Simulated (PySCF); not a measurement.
## Worked example: entropy of an ideal gas

Te(NH2)(SiH3) (H5NSiTe), SMILES [Te](N)[SiH3].

The structure is a stationary point at PBE0-D3(BJ)/def2-SVP. The def2 effective core potentials stand for the cores of Te; spin–orbit coupling is left out. One conformer was computed; it need not be the lowest.

PBE0-D3(BJ)/def2-SVP in PySCF gives the harmonic wavenumbers 103, 115, 286, 332, 517, 551, 551, 777, 881, 913, 948, 964, 1542, 2215, 2223, 2235, 3530, 3640 cm⁻¹ and the rotational temperatures 0.3582, 0.1346, 0.1014 K. The molar mass is 174.73 g/mol, the symmetry number 1, the spin multiplicity 1.

Work out the entropy at 298.15 K and 1 atm in the rigid-rotor, harmonic-oscillator model.


Translation (Sackur–Tetrode at 1 atm): S = R[1.5 ln M + 2.5 ln T − 1.16487] = 173.1 J/(mol K).
Rotation: q = (√π/σ) T^1.5/√(θA θB θC) = 131000, S = R[ln q + 3/2] = 110.4 J/(mol K).
Vibration: with u = 1.4388 ν/T, each mode gives R[u/(e^u − 1) − ln(1 − e^−u)]:
| ν (cm⁻¹) | modes | u | S (J/(mol K)) |
|---|---|---|---|
| 103 | 1 | 0.50 | 14.21 |
| 115 | 1 | 0.55 | 13.32 |
| 286 | 1 | 1.38 | 6.27 |
| 332 | 1 | 1.60 | 5.23 |
| 517 | 1 | 2.49 | 2.58 |
| 551 | 2 | 2.66 | 4.54 |
| 777 | 1 | 3.75 | 0.95 |
| 881 | 1 | 4.25 | 0.63 |
| 913 | 1 | 4.41 | 0.55 |
| 948 | 1 | 4.57 | 0.48 |
| 964 | 1 | 4.65 | 0.45 |
| 1542 | 1 | 7.44 | 0.04 |
The stiffer modes add less than 0.005 each. Sum 49.3 J/(mol K).
Spin: R ln 1 = 0.0 J/(mol K).
Total 332.8 J/(mol K); the program's own thermochemistry gives 332.8. Translation makes up 52 % and vibration 15 %. Anharmonicity, hindered rotation and orbital degeneracy are left out.
